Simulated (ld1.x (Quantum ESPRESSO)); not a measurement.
## cerium (Ce): PAW pseudisation with PBE, fully relativistic reference atom.

ld1.x (Quantum ESPRESSO) 7.5 input, shortened:

```
&input
   title='Ce', zed=58., rel=2, dft='PBE', iswitch=3,
   config='[Xe] 4f1 5d1 6s1.5 6p0', rel_dist='average'
 /
 &inputp
   pseudotype=3, lpaw=.true., tm=.true., lloc=-1, rcloc=1.45,
   nlcc=.false.,
   which_augfun='PSQ', rmatch_augfun_nc=.true.
 /
8
5S  1  0   2.00   0.00  1.95  2.30  0.0
6S  2  0   1.50   0.00  1.95  2.30  0.0
5P  2  1   6.00   0.00  2.30  3.15  0.0
6P  3  1   0.00   0.00  2.30  3.15  0.0
4D  3  2  10.00   0.00  1.30  1.50  0.0
5D  4  2   1.00   0.00  1.30  1.50  0.0
4F  4  3   1.00   0.00  0.80  1.00  0.0
4F  4  3   0.00   0.20  0.80  1.00  0.0
 &test
   configts(1)='4d10 4f1 5s2 5p6 5d1 6s1.5 6p0'
 /
```

Open shells are filled in proportion to 2j + 1 (rel_dist='average').

All-electron outer shells of the reference configuration (PBE, scalar-relativistic, ld1.x):

```
shell  level (eV)  outermost node (bohr)  outermost maximum (bohr)
   4s     -283.78                   0.33                      0.59
   4p     -213.88                   0.33                      0.62
   4d     -113.31                   0.31                      0.66
   5s      -43.41                   0.75                      1.37
   5p      -26.04                   0.81                      1.55
   4f       -8.20                      –                      0.71
   6s       -6.05                   1.81                      3.63
   5d       -5.70                   0.92                      2.15
   6p       -3.33                   2.14                      4.60
```

Question: Does this generation succeed?

Answer: No. ld1.x (Quantum ESPRESSO) 7.5 stopped with "run_pseudo: Errors in PS-KS equation": the pseudo-atom solver did not find the valence states with the expected number of nodes, which is the usual sign of a ghost state. Before that it printed "Warning: n=4, l=2 expected 1 nodes, found 0".
